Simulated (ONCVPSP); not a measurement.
# chromium: one change to an ONCV potential, before and after

chromium (Cr), optimised norm-conserving Vanderbilt (ONCV), made with ONCVPSP 4.0.1 (PBE, scalar-relativistic). Core [Ar], reference 3d5 4p1. Waves: s scattering state at 0.41 Ha: rc 2.80 bohr, ncon 4, nbas 7, qcut 2.1 1/bohr, 1 projector; 4p: rc 3.50 bohr, ncon 4, nbas 8, qcut 2.4 1/bohr, 1 projector; 3d: rc 1.30 bohr, ncon 5, nbas 9, qcut 11.2 1/bohr, 1 projector. Local part: polynomial inside 0.80 bohr (lpopt 5, dvloc0 0 Ha). Core correction: Teter function fitted to the true core (icmod 2), fcfact 0.65.

In the s channel the program set the typed energies aside and used 0.050 Ha.

Change: core correction Teter function fitted to the true core (icmod 2), fcfact 0.14.

Cutoffs: the cutoffs (Ha) at which the residual kinetic energy of the hardest occupied pseudo-wave falls to 1 and 0.1 mHa per electron; they do not see the model core or the augmentation charge, which bear on the density cutoff. Errors are all-electron minus pseudo energies relative to the spin-unpolarised reference configuration.

Problem. Predict the effect on cutoff, ghosts and configuration errors.

Solution. The potential gets neither clearly harder nor softer (53 Ha and 61 Ha → 53 Ha and 61 Ha); both files keep a bound ghost (p, s); of the 3 tests that both files solve, the error grows in 1 and shrinks in 1 by more than 15 % and 0.3 meV (median size 37.3 → 41.6 meV). A model core, the more so a compact one, raises the density cutoff, which this test does not measure.

| quantity | base | changed |
| --- | --- | --- |
| cutoff, loose | 53 Ha | 53 Ha |
| cutoff, tight | 61 Ha | 61 Ha |
| bound ghosts | s, p | s, p |
| GHOST(+) flags under 300 eV | none | none |
| tests with a reliable result | 3 of 4 | 3 of 4 |
| error for 3d5 4s1 4p0, meV [ΔE -3.12 eV] | +37 | +42 |
| error for 3d5 4p0, meV [ΔE 3.78 eV] | -1.3 | -4.4 |
| error for 3d4 4s1 4p1, meV [ΔE 0.38 eV] | -100 | -77 |
| s: phases at 2.83 bohr within 0.05 rad from the reference energy up to (Ha; the scan ends near 5) | 0.7 | 0.7 |
| p: phases at 3.56 bohr within 0.05 rad from the reference energy up to (Ha; the scan ends near 5) | 0.7 | 0.7 |
| d: phases at 1.32 bohr within 0.05 rad from the reference energy up to (Ha; the scan ends near 5) | 3.1 | 3.1 |
| rms error of d²Exc/dni dnj with the model core, mHa | 4.02 | 8.74 |

 A true bound ghost makes a file unfit for plane-wave use even where its test errors are small: the radial tests pick states by their node count and pass the ghost by.
